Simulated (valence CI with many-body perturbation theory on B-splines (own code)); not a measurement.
## E1 transitions of Te XXII

Method: relativistic CI+MBPT: three valence electrons over a frozen Dirac-Fock core [Ar] 3d10, radial functions for each j: 11 s, 11 p, 9 d, 7 f, 5 g, 2 h, 1 i, with the one-electron correlation potential Σ1 (screened to all orders), the two-electron term Σ2, the three-electron term Σ3, Breit, model QED; selected single and double excitations, second order for the rest (own B-spline code, finite nucleus).

No measured spectrum was set against this ion. As an estimate, levels hold to about 250 cm⁻¹ or 0.2 % of their energy and the worst to 1 %, as in measured heavy ions of charge 2 to 7; those with d or f electrons hold less well.

Lines 101 to 150 of 270 in falling wavelength, among levels below 225.17 eV, chosen from the strongest by gf and those to the six lowest levels. Wavelengths and rates use the calculated energies, so an error of 2000 cm⁻¹ moves a line at 179.6 Å by 0.36 % and its rate by three times that or more. Electric multipoles are in the length gauge, E1 and E2 with the static RPA response of the core. Weak lines are less certain than strong ones. Lines between different terms over intervals too small for the method are left out, as are lines whose strength nearly cancels. Where a level lies close to another of its J and parity, the split of strength between their lines is uncertain. The highest levels of a list are the least certain.

Levels are named by their leading jj configuration (3d3/2^4 stands for four electrons in 3d with j = 3/2), which in mixed levels can hold well under half, so a name can repeat and another be missing. Letters in brackets count levels of one name in rising energy.

| λ vac (Å) | Upper | Lower | A (s⁻¹) | log gf | Branch % |
| --- | --- | --- | --- | --- | --- |
| 179.6 | (4s 4p1/2 4d3/2) J=3/2 [a] | (4s 4p1/2 4p3/2) J=3/2 [b] | 3.66e+09 | -1.15 | 36.0 |
| 179.6 | (4p3/2^3) J=3/2 | (4s 4p3/2^2) J=5/2 | 2.47e+10 | -0.32 | 32.8 |
| 179.1 | (4s 4p3/2 4d3/2) J=1/2 [b] | (4s^2 4d3/2) J=3/2 | 2.91e+10 | -0.55 | 13.1 |
| 179.1 | (4p3/2^2 4d3/2) J=3/2 | (4s 4p1/2 4d5/2) J=3/2 | 9.55e+09 | -0.74 | 3.9 |
| 178.9 | (4p1/2 4p3/2^2) J=3/2 | (4s 4p1/2 4p3/2) J=3/2 [a] | 3.19e+10 | -0.21 | 40.9 |
| 178.8 | (4p1/2 4p3/2 4d5/2) J=3/2 [a] | (4s 4p1/2 4d3/2) J=5/2 | 1.03e+10 | -0.70 | 9.7 |
| 178.5 | (4p1/2 4p3/2 4d5/2) J=5/2 [a] | (4s 4p1/2 4d3/2) J=5/2 | 1.77e+10 | -0.29 | 18.8 |
| 178.4 | (4s 4p3/2^2) J=3/2 | (4s^2 4p3/2) J=3/2 | 1.02e+11 | 0.29 | 82.1 |
| 177.8 | (4s 4p3/2 4d5/2) J=5/2 [b] | (4s^2 4d5/2) J=5/2 | 6.06e+10 | 0.24 | 20.1 |
| 177.1 | (4p1/2 4p3/2^2) J=5/2 | (4s 4p1/2 4p3/2) J=3/2 [a] | 1.36e+08 | -2.42 | 0.4 |
| 174.0 | (4s 4p3/2 4d3/2) J=3/2 [b] | (4s^2 4d3/2) J=3/2 | 6.34e+10 | 0.06 | 21.7 |
| 173.3 | (4s 4p1/2 4d3/2) J=5/2 | (4s 4p1/2 4p3/2) J=3/2 [b] | 1.42e+08 | -2.42 | 0.8 |
| 163.6 | (4s 4p1/2 4d3/2) J=3/2 [a] | (4s 4p1/2 4p3/2) J=5/2 | 3.09e+08 | -2.30 | 3.0 |
| 163.5 | (4p3/2^3) J=3/2 | (4s 4p1/2 4p3/2) J=3/2 [b] | 3.42e+09 | -1.26 | 4.5 |
| 162.5 | (4s 4p3/2 4d5/2) J=3/2 [a] | (4s 4p3/2^2) J=3/2 | 1.96e+10 | -0.51 | 8.9 |
| 161.8 | (4p1/2 4p3/2 4d3/2) J=3/2 [a] | (4p1/2 4p3/2^2) J=5/2 | 1.96e+10 | -0.51 | 26.5 |
| 161.3 | (4p1/2 4p3/2^2) J=1/2 | (4s 4p1/2 4p3/2) J=3/2 [a] | 7.24e+08 | -2.25 | 1.0 |
| 160.8 | (4s 4p1/2 4d5/2) J=5/2 [a] | (4s 4p1/2 4p3/2) J=3/2 [b] | 1.32e+09 | -1.51 | 1.1 |
| 158.7 | (4s 4p1/2 4d3/2) J=3/2 [b] | (4s 4p1/2 4p3/2) J=3/2 [b] | 1.19e+10 | -0.74 | 6.4 |
| 158.7 | (4p1/2 4p3/2^2) J=3/2 | (4s 4p1/2^2) J=1/2 | 1.09e+10 | -0.78 | 14.0 |
| 158.3 | (4s 4p1/2 4d3/2) J=5/2 | (4s 4p1/2 4p3/2) J=5/2 | 9.39e+09 | -0.67 | 55.9 |
| 158.2 | (4s 4p1/2 4d3/2) J=1/2 | (4s 4p1/2 4p3/2) J=3/2 [b] | 2.51e+08 | -2.73 | 0.1 |
| 156.5 | (4p3/2^2 4d3/2) J=5/2 | (4p3/2^3) J=3/2 | 7.68e+09 | -0.77 | 3.0 |
| 155.7 | (4s 4p1/2 4d3/2) J=3/2 [a] | (4s 4p1/2 4p3/2) J=3/2 [a] | 4.22e+09 | -1.21 | 41.4 |
| 153.0 | (4p1/2^2 4d5/2) J=5/2 | (4p1/2^2 4p3/2) J=3/2 | 1.79e+10 | -0.42 | 33.2 |
| 152.6 | (4s 4p1/2 4d5/2) J=3/2 | (4s 4p1/2 4p3/2) J=1/2 | 4.66e+10 | -0.19 | 27.6 |
| 152.3 | (4s 4p3/2 4d5/2) J=7/2 [a] | (4s 4p3/2^2) J=5/2 | 1.59e+10 | -0.36 | 8.5 |
| 152.2 | (4s 4p3/2 4d3/2) J=3/2 [a] | (4s 4p3/2^2) J=5/2 | 1.65e+10 | -0.64 | 9.7 |
| 151.9 | (4p1/2 4p3/2 4d5/2) J=5/2 [a] | (4p1/2 4p3/2^2) J=5/2 | 1.10e+10 | -0.64 | 11.6 |
| 150.9 | (4s 4p1/2 4d3/2) J=5/2 | (4s 4p1/2 4p3/2) J=3/2 [a] | 5.26e+09 | -0.97 | 31.3 |
| 150.8 | (4p1/2 4p3/2 4d5/2) J=3/2 [a] | (4p1/2 4p3/2^2) J=3/2 | 3.51e+10 | -0.32 | 33.1 |
| 150.6 | (4p1/2 4p3/2 4d5/2) J=5/2 [a] | (4p1/2 4p3/2^2) J=3/2 | 1.24e+10 | -0.60 | 13.1 |
| 150.5 | (4s 4p3/2^2) J=1/2 | (4s^2 4p1/2) J=1/2 | 4.29e+09 | -1.54 | 6.3 |
| 150.1 | (4p3/2^3) J=3/2 | (4s 4p1/2 4p3/2) J=5/2 | 7.31e+07 | -3.01 | 0.1 |
| 150.1 | (4s 4p1/2 4d5/2) J=7/2 | (4s 4p1/2 4p3/2) J=5/2 | 2.58e+10 | -0.16 | 95.5 |
| 148.7 | (4s 4p3/2^2) J=3/2 | (4s^2 4p1/2) J=1/2 | 2.23e+10 | -0.53 | 17.9 |
| 148.1 | (4s 4p1/2 4d5/2) J=5/2 [b] | (4s 4p1/2 4p3/2) J=3/2 [b] | 7.38e+10 | 0.16 | 80.7 |
| 147.9 | (4s 4p3/2 4d5/2) J=1/2 | (4s 4p3/2^2) J=1/2 | 6.31e+10 | -0.38 | 30.2 |
| 147.9 | (4p1/2 4p3/2 4d5/2) J=3/2 [b] | (4p1/2 4p3/2^2) J=1/2 | 4.44e+10 | -0.23 | 39.4 |
| 147.8 | (4s 4p1/2 4d5/2) J=5/2 [a] | (4s 4p1/2 4p3/2) J=5/2 | 2.44e+10 | -0.32 | 19.4 |
| 147.5 | (4p1/2 4p3/2 4d5/2) J=1/2 | (4p1/2 4p3/2^2) J=1/2 | 1.09e+11 | -0.15 | 55.5 |
| 147.0 | (4p1/2 4p3/2 4d5/2) J=7/2 [b] | (4p1/2 4p3/2^2) J=5/2 | 3.48e+10 | -0.04 | 54.0 |
| 146.9 | (4s 4p3/2 4d3/2) J=1/2 [b] | (4s 4p3/2^2) J=3/2 | 4.96e+10 | -0.49 | 22.3 |
| 146.4 | (4s 4p3/2 4d5/2) J=5/2 [a] | (4s 4p3/2^2) J=5/2 | 1.04e+11 | 0.30 | 94.9 |
| 146.4 | (4s^2 4d3/2) J=3/2 | (4s^2 4p3/2) J=3/2 | 3.80e+10 | -0.31 | 18.0 |
| 146.2 | (4p3/2^2 4d5/2) J=1/2 | (4p3/2^3) J=3/2 | 1.29e+11 | -0.08 | 57.0 |
| 146.1 | (4s 4p1/2 4d3/2) J=3/2 [b] | (4s 4p1/2 4p3/2) J=5/2 | 3.68e+09 | -1.33 | 2.0 |
| 145.4 | (4p1/2 4p3/2 4d5/2) J=5/2 [b] | (4p1/2 4p3/2^2) J=5/2 | 4.45e+10 | -0.07 | 17.7 |
| 145.4 | (4s 4p1/2 4d5/2) J=3/2 | (4s 4p1/2 4p3/2) J=3/2 [b] | 7.18e+10 | -0.04 | 42.5 |
| 145.2 | (4s 4p3/2 4d3/2) J=1/2 [b] | (4s 4p3/2^2) J=1/2 | 9.06e+10 | -0.24 | 40.7 |

(1) How does gf follow from A for the line at 178.8 Å?

Results:

(1) gf = 1.4992 × (2J+1)_upper × A / σ², with σ = 559324 cm⁻¹ and 2J+1 = 4: gf = 0.197.
